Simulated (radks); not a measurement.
Task: Radial electron density D(r) = 4 pi r^2 rho(r) of an atom or ion with 19 electrons. Method: scalar-relativistic Kohn-Sham, PBE, spin-polarised, spherical densities, finite nucleus; Fermi nuclear charge, rms radius of each element as measured or else 0.836 A^(1/3) + 0.57 fm; computed with a radial shooting solver on a logarithmic mesh with Libxc functionals.

```
   r/bohr * D(r) (the largest magnitude, 47.4, reaches the edge; | marks zero)
 0.003336 |   *
 0.003731 |    *
 0.004173 |    *
 0.004668 |      *
 0.005221 |       *
 0.005839 |        *
 0.006531 |          *
 0.007306 |            *
 0.008171 |              *
  0.00914 |                 *
  0.01022 |                    *
  0.01143 |                       *
  0.01279 |                          *
  0.01431 |                              *
    0.016 |                                 *
   0.0179 |                                    *
  0.02002 |                                        *
  0.02239 |                                          *
  0.02504 |                                            *
  0.02801 |                                              *
  0.03133 |                                              *
  0.03505 |                                              *
   0.0392 |                                             *
  0.04384 |                                           *
  0.04904 |                                         *
  0.05485 |                                       *
  0.06135 |                                      *
  0.06862 |                                      *
  0.07676 |                                       *
  0.08585 |                                         *
  0.09603 |                                             *
   0.1074 |                                                 *
   0.1201 |                                                    *
   0.1344 |                                                      *
   0.1503 |                                                      *
   0.1681 |                                                   *
    0.188 |                                             *
   0.2103 |                                      *
   0.2352 |                               *
   0.2631 |                         *
   0.2943 |                     *
   0.3292 |                    *
   0.3682 |                     *
   0.4118 |                       *
   0.4606 |                       *
   0.5152 |                      *
   0.5763 |                   *
   0.6446 |               *
    0.721 |          *
   0.8064 |      *
    0.902 |   *
    1.009 | *
    1.128 |*
    1.262 *
    1.412 *
    1.579 *
    1.766 *
```

What is the nuclear charge?

Result: Z = 33. The innermost maximum, from 1s, lies near gamma/Z bohr with gamma = sqrt(1 - (Z/c)^2) = 0.971, here 0.0294 bohr (found: 0.0318), and its height grows with Z. The density is that of the arsenic ion As14+ in [Ne] 3s2 3p5 3d2; the configuration itself is not fixed sharply by these data, and Z only to about a unit. D(r) has 3 maxima, at r = 0.0318, 0.140, 0.457 bohr, and minima at 0.0665, 0.327 bohr, inside which lie 2.07, 10.72 electrons.
